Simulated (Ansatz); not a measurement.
Predict a relaxed structure of (NMe2)3Si-S-SiH3 (C6H21N3SSi2), charge 0, singlet, at r2SCAN-D4/def2-SVP (Ansatz).


```tsv
atom	x (Å)	y (Å)	z (Å)
Si1	0.226	-0.283	0.257
N2	-0.174	0.907	1.450
C3	-1.144	0.769	2.514
C4	0.336	2.255	1.296
N5	1.882	-0.184	-0.223
C6	2.947	-0.690	0.618
C7	2.349	0.493	-1.413
N8	-0.767	-0.120	-1.158
C9	-0.509	-0.879	-2.365
C10	-1.858	0.824	-1.273
S11	-0.072	-2.245	1.168
Si12	-2.088	-2.537	0.494
H13	-2.085	1.322	2.309
H14	-1.393	-0.290	2.671
H15	-0.735	1.161	3.466
H16	1.132	2.281	0.536
H17	-0.451	2.977	0.992
H18	0.771	2.624	2.246
H19	3.608	0.125	0.978
H20	3.582	-1.418	0.075
H21	2.537	-1.202	1.502
H22	2.896	-0.192	-2.093
H23	1.503	0.921	-1.970
H24	3.040	1.324	-1.162
H25	0.276	-1.631	-2.185
H26	-0.175	-0.231	-3.200
H27	-1.417	-1.414	-2.706
H28	-2.806	0.316	-1.538
H29	-1.663	1.586	-2.055
H30	-2.011	1.348	-0.318
H31	-2.180	-2.848	-0.962
H32	-2.956	-1.358	0.794
H33	-2.603	-3.713	1.257
```
 This is one stationary point.
